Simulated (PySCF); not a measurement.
Atom-mapped SMILES (the numbers label the heavy atoms): `[CH3:1][NH:2][BH:3][AsH2:4]`. Hydrogens are named by the atom that carries them.

Geometry: PBE0-D3(BJ)/def2-SVP; GIAO absolute shieldings from PySCF 2.14, gas phase, non-relativistic, averaged over equivalent atoms.

At PBE0/pcSseg-1 (127 basis functions, 10 s wall time on 1 thread of an x86-64 server CPU, shared host):
```csv
atoms,σ (ppm)
C1,144.7
N2,124.9
B3,52.9
As4,1833.0
H(B3),25.48
H(N2),26.89
H(C1),28.22
H(As4),29.17
```

Estimate the result of repeating the calculation with mPW1PW91/pcSseg-2.

Results:


```
 atoms  σ at mPW1PW91/pcSseg-2  change
    C1                   143.1    -1.6
    N2                   123.0    -1.9
    B3                    48.4    -4.5
   As4                  1822.9   -10.1
 H(B3)                   25.46   -0.02
 H(N2)                   26.73   -0.16
 H(C1)                   28.30   +0.08
H(As4)                   29.14   -0.03
```

The largest change is at As4 (arsenic bonded to B, 2 H). Cost: 269 basis functions, 30 s wall time on 1 thread of an x86-64 server CPU, shared host.

Relativistic effects, spin–orbit coupling among them, are left out; they matter for As and for the light atoms bonded to it.
